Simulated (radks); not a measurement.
Values are calculated unless marked as measured or tabulated.
All-electron atom: N3+ in [He] 2s2. Code: a radial shooting solver on a logarithmic mesh with Libxc functionals. Model: scalar-relativistic Kohn-Sham, PBE, spin-polarised, spherical densities, finite nucleus; Fermi nuclear charge, rms radius 2.5582 fm.

Normalised radial functions P(r) = r R(r), r in bohr:

r            1s       2s
0.01761  0.5497   0.1520
0.01939  0.5975   0.1651
0.02151  0.6531   0.1804
0.02368  0.7080   0.1955
0.02628  0.7714   0.2128
0.02892  0.8334   0.2298
0.03184  0.8988   0.2476
0.03533  0.9732   0.2677
0.03889  1.0449   0.2870
0.04315  1.1254   0.3085
0.0475   1.2018   0.3287
0.0527   1.2860   0.3507
0.05801  1.3642   0.3708
0.06386  1.4420   0.3902
0.07085  1.5243   0.4101
0.07799  1.5972   0.4269
0.08654  1.6709   0.4425
0.09526  1.7323   0.4538
0.1057   1.7895   0.4618
0.1164   1.8317   0.4643
0.1281   1.8618   0.4613
0.1421   1.8784   0.4505
0.1564   1.8773   0.4325
0.1736   1.8564   0.4033
0.1911   1.8179   0.3663
0.212    1.7546   0.3144
0.2334   1.6765   0.2550
0.2569   1.5804   0.1844
0.285    1.4579   0.0953
0.3138   1.3305   0.0020
0.3482   1.1810  -0.1096
0.3832   1.0366  -0.2205
0.4252   0.8782  -0.3464
0.4681   0.7351  -0.4644
0.5152   0.5993  -0.5805
0.5717   0.4653  -0.6998
0.6293   0.3569  -0.7995
0.6983   0.2577  -0.8903
0.7686   0.1835  -0.9531
0.8529   0.1212  -0.9937
0.9388   0.0788  -1.0027
1.033    0.0487  -0.9832
1.147    0.0271  -0.9311
1.262    0.0148  -0.8577
1.401    0.0071  -0.7569
1.542    0.0033  -0.6512
1.711    0.0013  -0.5314
1.883    0.0005  -0.4233
2.073    0.0002  -0.3234
2.3      0.0001  -0.2295
2.532    0.0000  -0.1586
2.809    0.0000  -0.0998
3.092    0.0000  -0.0610
3.431    0.0000  -0.0332
3.777    0.0000  -0.0176

1s: eigenvalue -450.84 eV, 0 radial nodes, <r> = 0.229 bohr, 90 % of the charge inside 0.410 bohr. 2s: eigenvalue -68.125 eV, 1 radial node at r = 0.314 bohr, <r> = 1.11 bohr, 90 % of the charge inside 1.71 bohr.
